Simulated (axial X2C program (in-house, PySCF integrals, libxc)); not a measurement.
**Potential curves of SnGe²⁺, two-component**

Calculated with an in-house relativistic program for diatomic molecules. Two-component (2c) means X2C with spin–orbit coupling and atomic mean-field two-electron Coulomb and Gaunt terms. Basis: Sn dyall-v3z [11s12p9d1f], Ge dyall-v3z [9s9p7d1f] (cores contracted in-house); Gaussian nuclei, density fitting, unrestricted open shells. Masses: Sn 119.902 u, Ge 73.921 u.

State: Ω = 0 (closed shell). Energies in eV from the lowest point of each curve. Fits are polynomials in 1 − R0/R over 0.85 to 1.23 times the lowest point R0.

| R (Å) | TPSSh |
| --- | --- |
| 2.8284 | 0.3981 |
| 2.9584 | 0.1789 |
| 3.0559 | 0.0796 |
| 3.1535 | 0.0230 |
| 3.2510 | 0.0000 |
| 3.3648 | 0.0049 |
| 3.4786 | 0.0349 |
| 3.6249 | 0.0976 |
| 3.8037 | 0.1949 |
| 4.0637 | 0.3465 |

The state is one determinant whose occupation by symmetry is held fixed; it was picked as the lowest of a PBE0 search that is not exhaustive. The closed shell is kept restricted, so the energy runs too high when the bond is stretched far. Other states lie close and PBE0, whose exact exchange favours high spin, may order them wrongly; the determinant shown need not be the ground state. The nearest other 2c determinant of the search, Ω = 2, lies 0.39 eV up at the distance of the search.

Problem. What are Re and ωe at the TPSSh level?

Solution. At TPSSh, 2c: Re = 3.288 Å, ωe ≈ 120 cm⁻¹; Be follows as 0.0341 cm⁻¹.
